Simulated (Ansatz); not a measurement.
Correlation energies of C5H2AlF7O3 (`[OH][Al-]1([F])[O]C(C(F)(F)F)=CC(C(F)(F)F)=[O+]1`) by basis set

Z-matrix (Å, degrees):
```
Al
F 1 1.648
O 1 1.826 2 108.5
O 1 1.826 2 108.5 3 -100.9
O 1 1.684 2 123.0 3 129.5
C 3 1.259 1 126.8 2 -112.7
C 4 1.259 1 126.8 2 112.8
H 5 0.954 1 125.2 2 0.0
C 6 1.535 3 113.7 1 -179.0
C 6 1.388 3 126.4 1 1.1
C 7 1.535 4 113.7 1 179.0
F 9 1.331 6 111.8 3 -179.8
F 9 1.328 6 109.7 3 -59.5
F 9 1.328 6 109.7 3 59.9
H 10 1.077 6 120.2 3 -180.0
F 11 1.331 7 111.8 4 -180.0
F 11 1.328 7 109.7 4 59.8
F 11 1.328 7 109.7 4 -59.6
```

Charge 0, multiplicity 1. All single points use the PBE0-D4/def2-TZVP geometry. It is one conformer, not always the lowest. Frozen core, restricted reference, Ansatz 0.2.0. CBS rows extrapolate triple and quadruple zeta; past MP2 they add the triple-zeta difference.

```tsv
basis	HF (Eh)	MP2 corr.	CCSD corr.	(T)	CCSD(T) total
def2-SVP	?	-2.51171	-2.54895	-0.06497	?
def2-TZVPP	-1353.83137	-3.25893	?	-0.12179	?
def2-QZVPP	?	-3.54152	–	–	–
CBS(def2)	?	-3.75084	-3.75832	as TZ	?
```

Task: Fill in the withheld values. (Estimate.)

Result: Computed: def2-SVP HF (Eh): -1352.37173; def2-SVP CCSD(T) total: -1354.98565; def2-TZVPP CCSD corr.: -3.26642; def2-TZVPP CCSD(T) total: -1357.21958; def2-QZVPP HF (Eh): -1353.88792; CBS(def2) HF (Eh): -1353.89571; CBS(def2) CCSD(T) total: -1357.77582.
